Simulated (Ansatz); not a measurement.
Reaction (ligand exchange at the Si–O bond): `N[Si@H](F)S[Si@@H](N)O` + H–F → `N[Si@@H](F)S[Si@@H](N)F` + H₂O

Computed with Ansatz on PBE0-D4/def2-TZVP structures; ΔE is electronic, products minus reactants. CBS: MP2 limit from def2 TZ/QZ plus the TZ coupled-cluster correction, frozen cores. This one scheme is used for every species. DFT in def2-TZVPP. B3LYP here is the variant with VWN-RPA as its local correlation; programs differ in this. Each species was taken in one conformer, which may not be the lowest.

`N[Si@H](F)S[Si@@H](N)O`:

Cartesian coordinates in Å:
```
N -2.042 1.622 -1.381
Si -0.575 0.845 -1.054
O 0.200 1.589 0.164
S -0.934 -1.232 -0.467
Si 0.873 -1.713 0.478
N 1.188 -0.581 1.747
F 2.152 -1.563 -0.465
H -2.414 1.658 -2.314
H -2.740 1.790 -0.676
H 0.181 0.812 -2.325
H 0.672 1.001 0.786
H 0.809 -3.134 0.885
H 0.508 -0.527 2.494
H 2.124 -0.568 2.129
```

H–F:

Cartesian coordinates in Å:
```
F -0.090 -0.287 -0.348
H 0.090 0.287 0.348
```

`N[Si@@H](F)S[Si@@H](N)F`:

```xyz
13

N    -2.013    2.303   -0.324
Si   -1.479    0.705   -0.200
F    -1.463   -0.101   -1.585
S     0.536    0.815    0.473
Si    1.199   -1.136   -0.058
N     2.594   -1.413    0.854
F    -0.010   -2.139    0.255
H    -2.990    2.539   -0.283
H    -1.453    3.034   -0.731
H    -2.394   -0.032    0.689
H     1.521   -1.319   -1.484
H     2.663   -1.175    1.829
H     3.289   -2.081    0.566
```

H₂O:

```xyz
3

O    -0.053   -0.185   -0.339
H     0.302   -0.548    0.476
H    -0.249    0.733   -0.137
```

```csv
level,ΔE (eV)
PBE0-D4,-0.33
B3LYP-D4,-0.37
B3LYP,-0.45
HF/def2-TZVPP,-0.57
```

Question: What does CCSD(T)/CBS give? (Estimate.)

Answer: Ansatz gave: -0.38 eV. The listed levels differ from it by 0.05, 0.01, -0.07, -0.19 eV.

Largest T1 diagnostic among the species: 0.012.

The D4 term adds +0.08 eV with B3LYP and +0.04 eV with PBE0; it sums over pairs of atoms, weighted by their polarisabilities, and B3LYP, whose exchange is more repulsive, gets the larger term. In def2-TZVPP, CCSD(T) changes the Hartree–Fock value by +0.22 eV (the triples alone add +0.04 eV) and MP2 by +0.24 eV.
